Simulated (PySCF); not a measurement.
Isomers C6H10F2:

A. SMILES C[C@H](F)/C=C/[C@@H](C)F
B. `InChI=1S/C6H10F2/c1-3-5(2)4-6(7)8/h3,6H,4H2,1-2H3/b5-3-`
C. 1,1-difluorocyclohexane ax (FC1(F)CCCCC1)

Spectrum 1. ¹H NMR (400 MHz, computed): δ 1.90 (m, 4H), 1.69 (m, 4H), 1.40 (m, 2H). ¹³C{¹H} NMR (computed): δ 128.4 (C), 38.9 (CH2), 28.9 (CH2), 27.0 (CH2).

Spectrum 2. ¹H NMR (400 MHz, computed): δ 6.03 (m, 2H), 5.46 (m, 2H), 1.42 (m, 6H). ¹³C{¹H} NMR (computed): δ 136.2 (CH), 93.0 (CH), 24.7 (CH3).

Spectrum 3. ¹H NMR (400 MHz, computed): δ 5.94 (m, 1H), 5.81 (q, 1H), 2.61 (m, 2H), 1.95 (s, 3H), 1.81 (d, 3H). ¹³C{¹H} NMR (computed): δ 137.0 (C), 130.8 (CH), 124.1 (CH), 41.1 (CH2), 29.3 (CH3), 17.0 (CH3).

- shielding tensors at PBE0/pcSseg-1 (GIAO)
- geometry from GFN2-xTB
- run in PySCF 2.14.0 with density-fitted response routines
- isolated molecule, averaged over atoms made equivalent by symmetry, fast rotation or ring inversion, non-relativistic Hamiltonian, single conformer

Referencing at the same level of theory: ¹H (31.72 ppm), ¹³C (186.93 ppm) against TMS. Splittings of carbon signals by F and P are missing where no couplings were computed. Where no couplings were computed, multiplicities follow the n + 1 count of equivalent neighbours, and m marks all less simple cases (inequivalent or close neighbours, rings, F or P nearby). Shifts are as computed. Against solution values, carbons near 30 ppm lie about +3 ppm off and those near 130 ppm about +5 ppm. Of 1309 compounds with measured shifts, 239 miss one by over three times the rms of a fit or turn the order of signals round; such compounds aren't used in these exercises.

Which spectrum belongs to which compound?

## Answers

1–C, 2–A, 3–B.

- Spectrum 1 (C): 4 ¹³C signals; δC 128.4 is a fully substituted sp3 carbon bonded to 2 F; δC 38.9 is an sp3 CH2 in a ring.
- Spectrum 2 (A): 3 ¹³C signals; δC 136.2 is an alkene CH; δC 93.0 is an allylic sp3 CH bonded to F.
- Spectrum 3 (B): 6 ¹³C signals; δC 137.0 is a fully substituted alkene carbon; δC 130.8 is an alkene CH.
